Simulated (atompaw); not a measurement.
# An all-electron radial function and its pseudo partner (zirconium (Zr))

Columns: radius, all-electron u(r) and pseudo u(r) of the 5p shell (level -1.47 eV) of zirconium in the configuration [Ar] 3d10 4s2 4p6 4d2 5s2 5p0; PBE, scalar-relativistic, PAW (atompaw) scheme, atompaw 4.2.0.5.

```csv
r (bohr),all-electron,pseudo
0.115,-0.0592,-0.0054
0.231,0.0687,-0.0211
0.346,0.1138,-0.0448
0.462,0.0649,-0.0738
0.577,-0.0188,-0.1038
0.692,-0.0982,-0.1312
0.808,-0.1566,-0.1528
0.923,-0.1888,-0.1653
1.038,-0.1973,-0.1674
1.154,-0.1861,-0.1583
1.269,-0.1601,-0.1386
1.385,-0.1236,-0.1092
1.500,-0.0809,-0.0728
1.615,-0.0348,-0.0311
1.731,0.0131,0.0142
1.846,0.0602,0.0603
1.962,0.1063,0.1063
2.077,0.1497,0.1497
2.192,0.1906,0.1906
2.308,0.2289,0.2289
2.423,0.2640,0.2640
2.538,0.2960,0.2960
2.654,0.3253,0.3253
2.769,0.3515,0.3515
2.885,0.3751,0.3751
3.000,0.3957,0.3957
```

(1) How many radial nodes do the two functions have?

(2) At about which radius was the pseudo-wave matched?

(3) Is the pseudo-wave norm-conserving?

Answers

(1) The all-electron 5p function has n − l − 1 = 3; the pseudo-wave has 1, since 1 lower shell of the same l stays in the valence.

(2) 1.95 bohr, where the columns begin to agree (steps of 0.12 bohr).

(3) No, it belongs to a PAW set: the norm inside the radius is not constrained, and the difference is carried by the augmentation charge.
